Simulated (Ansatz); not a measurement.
## A rate constant, worked out

An elementary step of CH7GeN, closed shell (CH₇GeN ([CH3][GeH2][NH2]) → GeNH₃ ([NH][GeH2]) + CH₄; Ge–C, N–H broken or loosened, C–H formed or tightened). The start structure is the reactant molecule, and the electronic barrier above it is 3.860 eV by CCSD(T) at an estimated basis limit (MP2 extrapolated from triple and quadruple zeta, plus CCSD(T) − MP2 in triple zeta). Computed with Ansatz 0.2.0 (basis: def2-TZVPP and def2-QZVPP); correlated methods freeze the cores. Filled d shells of the heavier atoms are correlated. The def2 sets are not built for correlating such inner shells, so the correlated values are less sure here. Extrapolation: Hartree–Fock as exp(−7.88 √X), correlation as X^−2.97. Harmonic wavenumbers at PBE0-D4/def2-TZVP (Ansatz 0.2.0), in cm⁻¹:

Start: 128, 143, 211, 459, 552, 613, 637, 698, 714, 848, 861, 888, 930, 1264, 1454, 1456, 1585, 2084, 2147, 3063, 3151, 3160, 3553, 3644.

Saddle: 1627i, 114, 248, 309, 431, 462, 525, 609, 723, 769, 804, 896, 945, 1187, 1239, 1439, 1448, 1796, 2077, 2100, 3019, 3099, 3183, 3551.

Problem. Work out the transition-state-theory rate constant at 700 K from these numbers alone (harmonic vibrations; rotation, path degeneracy and anharmonicity left out), and the Wigner tunnelling factor. Use 1 cm⁻¹ = 1.2398 × 10⁻⁴ eV and k_B = 8.617 × 10⁻⁵ eV/K.

Solution. Zero-point energies, half the sums: start 34243/2 cm⁻¹ = 2.1228 eV; saddle, real modes only, 30973/2 cm⁻¹ = 1.9201 eV.
Barrier with zero-point energy: 3.860 + 1.9201 − 2.1228 = 3.6573 eV.
k_BT = 0.06032 eV, so the barrier is 60.63 k_BT.
Vibrational partition functions from the zero-point level, ln q = −Σ ln(1 − exp(−hν/k_BT)): start 6.907, saddle 6.376.
k = (k_BT/h) exp(ln q‡ − ln q) exp(−E0/k_BT), with log₁₀(k_BT/h in s⁻¹) = 13.16: log₁₀ k = 13.16 + (-0.531 − 60.63)/2.3026 = -13.40, so k ≈ 4 × 10^(-14) s⁻¹.
Wigner factor: 1 + (hν‡/k_BT)²/24 = 1 + (3.34)²/24 = 1.47. A change of 1 kcal/mol (0.043 eV) in the barrier would change k by a factor of 2.1 at this temperature.

The T1 diagnostic stays at or below 0.017. The restricted Hartree–Fock reference is unstable towards an unrestricted one at one or more of these structures.

Labels in which every atom is bracketed show which atoms are joined, not bond orders.

For scale, one of the runs: CCSD(T)/def2-TZVPP, 208 basis functions, launched by `ansatz run in.yaml --threads 4 --pin off --events-out ev --progress --plain --max-ram 9574MiB`. Hardware: 4 CPU threads of an Arm Neoverse V1, shared host. Wall time 64 s; peak host memory 2.9 GiB.
